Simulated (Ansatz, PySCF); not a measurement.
Ge(All)(H)3 (C₃H₈Ge), SMILES C=C[CH2][GeH3]. Atoms are numbered in the order given.

```xyz
12

Ge     1.0739     0.2539     0.0607
C     -0.4860    -0.9753     0.0387
C     -1.7650    -0.2484     0.3057
C     -2.6990     0.0465    -0.6055
H      2.3872    -0.5484    -0.0788
H      0.9568     1.2552    -1.1065
H      1.1002     1.0339     1.3929
H     -0.5023    -1.4736    -0.9435
H     -0.2942    -1.7445     0.8051
H     -1.9148     0.0909     1.3391
H     -2.5973    -0.2638    -1.6509
H     -3.5984     0.6076    -0.3392
```

Coordinates come from a B3LYP-D3(BJ)/def2-SVP optimisation. One conformer was computed; it need not be the lowest.

Two levels are set side by side: PBE-D3(BJ)/def2-SVP (Ansatz, a program for electronic structure) and B3LYP-D3(BJ)/def2-SVP (Ansatz). Each level has its own optimised geometry; the coordinates shown are those of the second. Frequencies come from the Hessian of PySCF at each geometry. Differences are taken from unrounded values.

```tsv
quantity	B3LYP-D3(BJ)	PBE-D3(BJ)	PBE-D3(BJ) minus B3LYP-D3(BJ)
mean bond length (Å)	1.358	1.365	0.007
bond Ge1–C2 (Å)	1.986	1.990	0.004
bond C2–C3 (Å)	1.495	1.495	0.000
bond C3–C4 (Å)	1.338	1.347	0.009
bond Ge1–H5 (Å)	1.545	1.554	0.009
bond Ge1–H6 (Å)	1.542	1.551	0.009
bond Ge1–H7 (Å)	1.544	1.553	0.009
bond C2–H8 (Å)	1.101	1.109	0.008
bond C2–H9 (Å)	1.103	1.110	0.008
bond C3–H10 (Å)	1.098	1.106	0.008
bond C4–H11 (Å)	1.095	1.103	0.008
bond C4–H12 (Å)	1.093	1.101	0.008
highest harmonic wavenumber (cm⁻¹)	3228	3169	-59
mean harmonic wavenumber (cm⁻¹)	1358	1322	-36
zero-point energy (kcal/mol)	58.25	56.71	-1.54
```

Exact exchange shortens and stiffens bonds; PBE has none. Differences between two approximate levels are no errors against the true value.
